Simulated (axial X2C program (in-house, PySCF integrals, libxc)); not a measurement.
## Spin–orbit effects along a row: molecules with Cs, HF

Calculated with an in-house relativistic program for diatomic molecules, spin-free (one-electron X2C) or two-component (2c: spin–orbit coupling with atomic mean-field Coulomb and Gaunt terms, which also bring small scalar terms), in Dyall basis sets with cores contracted in-house; open shells are unrestricted.

Basis sets: Al dyall-v3z, Cs dyall-cv3z, Na dyall-cv3z, P dyall-v3z, S dyall-av3z, Si dyall-v3z.

| molecule | spin-free state | Re (Å) | ωe (cm⁻¹) | De (eV) | 2c state | Re 2c (Å) | ωe 2c (cm⁻¹) | De 2c (eV) |
| --- | --- | --- | --- | --- | --- | --- | --- | --- |
| NaCs | M_S = 0, Λ = 0 | 4.108 | 91.4 | -0.06 | Ω = 0 | 4.107 | 91.5 | -0.06 |
| CsAl | M_S = 1, Λ = 1 | 3.816 | 113.8 | 0.20 | Ω = 2 | 3.818 | 113.6 | 0.19 |
| CsSi | M_S = 3/2, Λ = 0 | 3.434 | 153.5 | 1.27 | Ω = 3/2 | 3.434 | 153.6 | 1.27 |
| CsP | ? | ? | ? | ? | ? | ? | ? | ? |
| CsS | M_S = 1/2, Λ = 1 | 3.178 | 183.2 | 1.63 | Ω = 3/2 | 3.176 | 183.3 | 1.64 |

**Question.** Estimate the 2c Re and ωe of CsP as the mean of its neighbours in the table.

**Answer.** Re ≈ 3.305 Å, ωe ≈ 168.4 cm⁻¹. The HF runs give the row below, so the estimate misses by -0.097 Å and 10.2 cm⁻¹.

```
molecule  spin-free state  Re (Å)  ωe (cm⁻¹)  De (eV)  2c state  Re 2c (Å)  ωe 2c (cm⁻¹)  De 2c (eV)
     CsP   M_S = 1, Λ = 0   3.403      158.1     0.36     Ω = 1      3.402         158.2        0.36
```

Each entry is the lowest single determinant of a limited PBE0 search at one distance. De goes to single-determinant-based atoms at the same level (for ions the charge split of lowest energy) and is withheld (n/a) where an atom does not fit its ground term or J level. Main or longest-lived isotopes. One determinant is a doubtful description, or other states lie close, for CsAl, CsSi, CsP, CsS; these need not be ground states, and all values refer to the states named. Some open-shell Ω = 0 determinants are out of reach, so the Ω given for CsAl, CsP need not be the lowest component. With several unpaired electrons the Ω given is that of one determinant, not necessarily of the lowest component. Some light 2c atoms are not at their ground J level, so De misses part of their lowering (0.04 eV or less). Where the atoms have a lower orbital projection than the molecule, De at mean-field level may be about a tenth of an eV too small.
